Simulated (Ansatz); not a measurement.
Molecule: dibromo(dimethoxy)germane, C2H6Br2GeO2, net charge 0, singlet state. 
Geometry from a B3LYP-D3(BJ)/def2-TZVP (Ansatz, a first-principles code) optimisation:
```
Ge
O 1 1.7526
C 2 1.4314 1 119.57
H 3 1.0891 2 106.59 1 -179.51
H 3 1.0920 4 109.28 2 120.34
H 3 1.0930 4 108.96 5 119.46
O 1 1.7607 2 107.66 3 -59.76
C 7 1.4267 1 121.10 2 178.54
H 8 1.0893 7 106.88 1 -179.05
H 8 1.0930 9 109.03 7 -120.51
H 8 1.0931 9 108.98 10 -119.15
Br 1 2.2957 2 107.44 3 -179.95
Br 1 2.3200 2 111.23 3 59.29
```
Charge 0, spin multiplicity 1.

Basis-set convergence of Hartree-Fock and CCSD(T) correlation energies (hartree) with Ansatz. Valence correlation only, unless marked. Spin-orbit coupling is left out. Frozen are the shells of the preceding noble gas and the d and f shells that filled before the atom's block. No relativistic terms.

```csv
basis,functions,E(HF),"E(corr, CCSD(T))"
cc-pVDZ,167,-7449.19041,-1.05836
cc-pVTZ,333,-7449.50271,-1.35950
cc-pVQZ,604,-7449.53060,-1.46100
```

Extrapolating the two largest sets (X = 3 and 4) as X^-3: E(corr) = (64·(-1.46100) - 27·(-1.35950))/37 = -1.5351 Eh, an estimate of the basis-set limit. The largest set recovers 95.2 % of it, the smallest 68.9 %.
